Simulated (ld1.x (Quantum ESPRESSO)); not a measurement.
**Before and after: RRKJ potential for bromine (Br)**

```json
{"Element": "Br (Z = 35)", "Generator": "ld1.x (Quantum ESPRESSO) 7.5", "Type": "norm-conserving RRKJ (Kleinman–Bylander form)", "Functional": "BLYP", "Relativity": "scalar-relativistic", "Frozen core": "[Ar]", "Valence charge": "17", "Reference configuration": "3d10 4s2 4p5", "Partial waves": "4s (bound): rc 1.30 bohr; 4p (bound): rc 1.65 bohr; 3d (bound): rc 1.00 bohr", "Local potential": "all-electron potential smoothed inside 1.60 bohr (lloc = -1)", "Core correction": "Bessel-smoothed model core inside 0.50 bohr", "rho0": "0.005"}
```

Change: local potential all-electron potential smoothed inside 0.76 bohr (lloc = -1).

Cutoffs: the cutoffs (Ry, on a coarse ladder) from which the occupation-weighted sum of valence levels, in a spherical-Bessel basis at the reference potential, stays within 10 and 1 mRy of its value at 400 Ry; they do not see the model core or the augmentation charge, which bear on the density cutoff. Errors are all-electron minus pseudo energies relative to the spin-unpolarised reference configuration.

**Question.** What does the change do?

**Answer.** A bound ghost appears in p, s, which as a rule spoils a file; the number of tests that count goes from 7 to 0; the range in which the s phases agree widens (upper end 2.9 → 4.8). In the separable form a ghost depends on how the local part lies against the semilocal potential of the channel, so the choice of the local part can create or remove one.

```csv
quantity,base,changed
"cutoff, loose",260 Ry,260 Ry
"cutoff, tight",over 300 Ry,over 300 Ry
loose cutoff by channel (10 mRy a level),"s 25 Ry, p 30 Ry, d 180 Ry","s 21 Ry, p 21 Ry, d 180 Ry"
bound ghosts,none,"s, p"
"tests counted (converged, no solver errors)",7 of 7,0 of 7
s: phases at 1.80 bohr within 0.05 rad from the reference energy up to (Ry; the scan ends near 5),2.9,4.8
p: phases at 1.80 bohr within 0.05 rad from the reference energy up to (Ry; the scan ends near 5),to the end of the scan,to the end of the scan
d: phases at 1.80 bohr within 0.05 rad from the reference energy up to (Ry; the scan ends near 5),0.0,0.9
```

Changed file: Tests not counted: all (the test run did not reproduce the reference configuration, from which every error is measured). A true bound ghost makes a file unfit for plane-wave use even where its test errors are small: the radial tests pick states by their node count and pass the ghost by. Where a test does run into it, the solver fails or the error is huge.
